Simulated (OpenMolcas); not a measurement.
Zr III.

| Quantity | Value |
| --- | --- |
| Program | OpenMolcas 26.06 |
| Method | CASSCF |
| Basis | ANO-RCC-VDZP [6s5p3d1f] |
| Scalar Hamiltonian | DKH2, point nucleus |
| Active space | 2 electrons in 5 orbitals (4d) |
| State averaging | 2S+1 = 3 even, 10 roots; 2S+1 = 1 even, 15 roots |
| Spin-orbit coupling | RASSI with atomic mean-field integrals over the reference wave functions, term energies averaged over their components |

Levels without dynamic correlation, in cm-1 above 4d2 3F2:

| Level | E |
| --- | --- |
| 4d2 3P0 | 9986 |
| 4d2 1D2 | 8913 |
| 4d2 1G4 | 13480 |
| 4d2 1S0 | 32032 |

On this reference, SS-CASPT2, IPEA 0.25 Eh, imaginary shift 0.1 Eh (closed shells correlated: 4s 4p) puts 4d2 3P0 at 8350 cm-1.

Question: Estimate the other levels at that method by one scale factor, and say how well it serves.

Answer: The factor is 8350 / 9986 = 0.836. Scaled values beside those that SS-CASPT2 gives and measured ones (Moore, Atomic Energy Levels, vol. II, NSRDS-NBS 35 (1971 reprint of NBS Circular 467, 1952); NIST levels as listed in Rynkun, Gaigalas and Jonsson, Astron. Astrophys. 637, A10 (2020)):
| Level | Scaled | SS-CASPT2 | Miss (%) | Measured |
| --- | --- | --- | --- | --- |
| 4d2 1D2 | 7451 | 5670 | +31.4 | 5742 |
| 4d2 1G4 | 11269 | 11990 | -6.0 | 11049 |
| 4d2 1S0 | 26779 | 24150 | +10.9 | 23979 |
For these levels the scaled values miss SS-CASPT2 by up to 31.4 %, as correlation changes each term by its own factor, spin-orbit parts do not scale and CASPT2 has its own spread within terms. This holds within one configuration; levels of others move differently, and the target method has errors of its own against measurement.

CASPT2 does not keep the components of a term degenerate, so their means are used; among the terms shown or strongly mixed into the levels shown the widest spread is 320 cm-1 (4d2 1G, SS-CASPT2). Levels of configurations with an s electron are missing; early in the row they begin among the upper levels of the d shell and mix with terms of their name. Without dynamic correlation excited terms often stand tens of per cent too high (terms of higher spin than the ground term too low), and those without a measured partner can miss by more than the paired ones (holds for CASSCF). Computed and measured levels are paired by configuration, term and J; levels that our copy of the source lacks, or whose pairing is in doubt (as where it misses far off the trend of its configuration), stay unpaired and out of the deviations. Only configurations of the active space appear.
